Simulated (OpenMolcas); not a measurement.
## Mn VI: effect of the active space

| Quantity | Value |
| --- | --- |
| Program | OpenMolcas 26.06 |
| Method | SS-CASPT2 or its RAS form, IPEA 0.25 Eh, imaginary shift 0.1 Eh |
| Basis | ANO-RCC-VTZP |
| Scalar Hamiltonian | DKH2, point nucleus |
| Spin-orbit coupling | RASSI with atomic mean-field integrals over the reference wave functions, term energies averaged over their components |

A. 2 electrons in 5 orbitals (3d); 2S+1 = 3 even, 10 roots; 2S+1 = 1 even, 15 roots; closed shells correlated: 3s 3p; CASPT2 step about 3 core-seconds
B. 8 electrons in 8 orbitals (RAS1 3p, at most 2 holes; RAS2 3d); 2S+1 = 3 even, 10 roots; 2S+1 = 1 even, 15 roots; closed shells correlated: 3s; CASPT2 step of the order of 10 core-seconds
C. 2 electrons in 10 orbitals (3d 4d); 2S+1 = 3 even, 10 roots; 2S+1 = 1 even, 15 roots; closed shells correlated: 3s 3p; CASPT2 step of the order of 60 core-seconds

Energies in cm⁻¹ above 3d² ³F₂, the measured ground level; measured values from Corliss and Sugar, J. Phys. Chem. Ref. Data 6, 1253 (1977).

```tsv
Level	A	B	C	Measured
3d² ³F₂	0.0	0.0	0.0	0.0
3d² ³F₃	757	785	760	746
3d² ³F₄	1710	1772	1716	1669
3d² ¹D₂	15280	15780	15600	15336
3d² ³P₀	18560	18710	18750	17782
3d² ³P₁	18840	18990	19020	18057
3d² ³P₂	19440	19620	19610	18628
3d² ¹G₄	26060	26140	26430	25511
3d² ¹S₀	60850	60230	61220
```

Deviations, from unrounded energies. A percentage is the sum of absolute deviations over the sum of measured energies, with the sign that they share, or ± where signs differ.

```tsv
Against measurement	Levels	A	B	C
mean absolute deviation (cm-1)	7	430	580	590
fine structure of the ground term (%)	2	+2.2	+5.9	+2.5
other terms of the ground configuration (%)	5	±3.1	+4.1	+4.3
```

A lies closest to measurement on these levels and C furthest from it. The largest miss of A in the table is 3d² ³P₂, by +810 cm-1. The ranking rests on the paired levels alone, and a cruder setting can come out closer through cancelling errors.

The two smallest mean deviations differ by little beside CASPT2's spread within terms, so their order carries little weight.

Among A to C the level of the table that moves most is 3d² ¹S₀, by 990 cm-1 (lowest in B, highest in C). Moves below CASPT2's spread within the term are not significant.

CASPT2 breaks the degeneracy within a term, and the mean is taken; among the terms shown or strongly mixed into the levels shown the widest spread is 770 cm-1 (3d² ¹G, A). Active for correlation alone: 3p; no level in the range computed is led by a configuration that opens it, so any true level of that kind is missing (holds for B). Active for correlation alone: 4d; no level in the range computed is led by a configuration that fills it, so any true level of that kind is missing (holds for C). Computed and measured levels are paired by configuration, term and J; levels that our copy of the source lacks, or whose pairing is in doubt (as where it misses far off the trend of its configuration), stay unpaired and out of the deviations. Levels of configurations outside the active space are missing.
